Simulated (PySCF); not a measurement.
AlH3, SMILES [AlH3+] (connectivity only; charge and spin as stated), charge +1, multiplicity 2.

Geometry: ωB97X-D3(BJ)/def2-TZVPD.

Two levels are set side by side: PBE/def2-TZVPD (PySCF) and CAM-B3LYP/def2-TZVPD (PySCF). Same geometry, gas phase. Differences are taken from unrounded values.

| quantity | CAM-B3LYP | PBE | PBE minus CAM-B3LYP |
|---|---|---|---|
| α-spin orbital gap (eV) | 9.54 | 4.87 | -4.67 |
| β-spin orbital gap (eV) | 7.73 | 3.06 | -4.67 |
| mean polarisability (bohr³) | 25.9 | 26.5 | 0.5 |

Rough cost on one machine, each run with all the roots and properties that it gave: CAM-B3LYP against PBE within a factor of 2.
